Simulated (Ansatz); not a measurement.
```yaml
crystal:
  periodic: [false, false, false]
  atoms:
    - {symbol: F, position_ang: [-2.136382, 0.952423, 0.203439]}
    - {symbol: Si, position_ang: [-0.601433, 1.146406, 0.623104]}
    - {symbol: C, position_ang: [0.290427, -0.470294, 0.448936]}
    - {symbol: Si, position_ang: [0.205739, -1.254740, -1.257950]}
    - {symbol: H, position_ang: [-0.014830, 2.170448, -0.276488]}
    - {symbol: H, position_ang: [-0.589608, 1.631107, 2.025871]}
    - {symbol: H, position_ang: [1.347043, -0.290253, 0.691646]}
    - {symbol: H, position_ang: [-0.091054, -1.178335, 1.191679]}
    - {symbol: H, position_ang: [0.618466, -0.281150, -2.307356]}
    - {symbol: H, position_ang: [1.054734, -2.476812, -1.339979]}
basis:
  gaussian: {orbitals: ANO-RCC-VTZP, fitting: {mean_field: def2-universal-jkfit}, point_charges: [{charge: 1.00, position_ang: [5.961, -0.574, 0.770]}]}
magnetization: {spin_polarized: true, initial_magnetization: 1}
hamiltonian: {xc: {name: TPSS}, dispersion: d4}
output: {forces: true}
```

```sh
$ ansatz run in.yaml --threads 4 --pin off --events-out ev --progress --plain --max-ram 10444MiB
```

How does Ansatz answer? (Best estimate.)

The calculation gave: The program refused the input.
```
Error: YAML parse error: error: line 17 column 19: hamiltonian.xc: no functional is named "TPSS"; the names, which are not case-sensitive, are SVWN5, SPW92, PBE, PBE0, PBEsol, revPBE, revPBE0, RPBE, rPW86-PBE, HSE06, wPBEh, LC-wPBE, HISS, HF, BLYP, B3LYP, B3LYP5, BHLYP, CAM-B3LYP, r2SCAN, r2SCANh, r2SCAN0, r2SCAN50, m-r2SCAN, B97, wB97, wB97X, wB97X-V, B97M-V, wB97M-V, B2PLYP, B2GP-PLYP, PBE0-DH, PBE-QIDH
15 |   gaussian: {orbitals: ANO-RCC-VTZP, fitting: {mean_field: def2-universal-jkfit}, p…
16 | magnetization: {spin_polarized: true, initial_magnetization: 1}
17 | hamiltonian: {xc: {name: TPSS}, dispersion: d4}
18 | output: {forces: true}
```

HSE06 is defined as in plane-wave codes.
